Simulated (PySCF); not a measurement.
TaF₆, SMILES [F][Ta-]([F])([F])([F])([F])[F], charge -1, multiplicity 1. Geometry optimised at B3LYP-D3(BJ)/def2-SVPD. The spin state was assumed, not searched. The isomer is the one that the SMILES or the coordinates give; other isomers of the formula were not compared. The def2 effective core potentials stand for the cores of Ta; spin–orbit coupling is left out.

Method: B3LYP-D3(BJ)/def2-SVPD in PySCF.

Harmonic wavenumbers (cm⁻¹): 124, 124, 124, 226, 226, 226, 265, 265, 265, 573, 573, 587, 587, 587, 661. Rotational constants (GHz): 1.780, 1.780, 1.780; symmetry number 24.

**Question.** Work out the zero-point energy and the ideal-gas rigid-rotor harmonic-oscillator thermochemistry at 298.15 K and 1 atm.

**Answer.** ZPE = ½ Σ hcν = ½ × 5411 cm⁻¹ = 7.74 kcal/mol. H − E(el) = 13.88 kcal/mol. Entropy in cal/(mol K): translation 42.94, rotation 22.12, vibration 22.53, total 87.59. G − E(el) = -12.23 kcal/mol. Cp = 30.62 cal/(mol K). Modes under 150 cm⁻¹ make the vibrational entropy uncertain.
